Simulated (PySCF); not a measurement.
# Excitation energy of Mn²⁺ by level of theory

Mn²⁺ [Ar] 3d5 (6S) → Mn²⁺ [Ar] 3d4 4p1 (high-spin determinant), as a difference of total energies. Computed with PySCF 2.14 in def2-TZVPPD (6s6p4d2f1g, 67 functions), with the non-relativistic Hamiltonian (point nucleus). Correlated levels: valence: [Ar] frozen. The calculations carry no spin-orbit coupling.

```json
{"method": "UHF", "excitation energy (eV)": "13.262"}
{"method": "MP2 (valence)", "excitation energy (eV)": "13.850"}
{"method": "SCS-MP2 (valence)", "excitation energy (eV)": "13.458"}
{"method": "CCSD (valence)", "excitation energy (eV)": "13.837"}
{"method": "CCSD(T) (valence)", "excitation energy (eV)": "13.844"}
```

Problem. How much does correlation contribute at CCSD(T) (valence)?

Solution. 13.844 − (13.262) = 0.582 eV, measured against UHF.

A first-order spin-orbit estimate (lowest level to lowest level, LS coupling) adds -0.100 eV.

The determinant of the upper state mixes LS terms, which raises its energy above the lowest term, most at the Hartree-Fock and MP2 levels.
